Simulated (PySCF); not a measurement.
Si(I)2(OH)2 (H2I2O2Si), SMILES O[Si](O)(I)I.

Geometry optimised at PBE0-D3(BJ)/def2-SVP. The structure was generated by enumeration, and PubChem lists no compound with its InChIKey, so it may never have been made. The def2 effective core potentials stand for the cores of I; spin–orbit coupling is left out. The values are those of a single conformer.

Level of theory: PBE0-D3(BJ)/def2-SVP (PySCF 2.14.0).

Frequencies are harmonic and unscaled.

Computed harmonic wavenumbers and intensities:
```tsv
mode	ν (cm⁻¹)	IR (km/mol)	moving atoms (share of kinetic energy)
1	78	4.3	I 75 %, O 13 %
2	134	50.6	O 48 %, H 43 %, I 8 %
3	175	44.3	H 84 %, O 10 %
4	207	5.6	O 60 %, Si 33 %
5	213	14.8	O 45 %, H 35 %, I 19 %
6	227	43.3	O 60 %, I 20 %, H 20 %
7	246	42.7	O 44 %, H 27 %, I 19 %, Si 10 %
8	384	104.2	O 49 %, Si 41 %
9	441	214.5	Si 81 %, H 10 %
10	775	206.7	H 65 %, O 33 %
11	823	399.2	H 72 %, O 19 %, Si 9 %
12	878	66.9	O 45 %, Si 29 %, H 26 %
13	981	91.2	Si 45 %, O 45 %, H 10 %
14	3899	162.3	H 94 %
15	3902	106.7	H 94 %
```
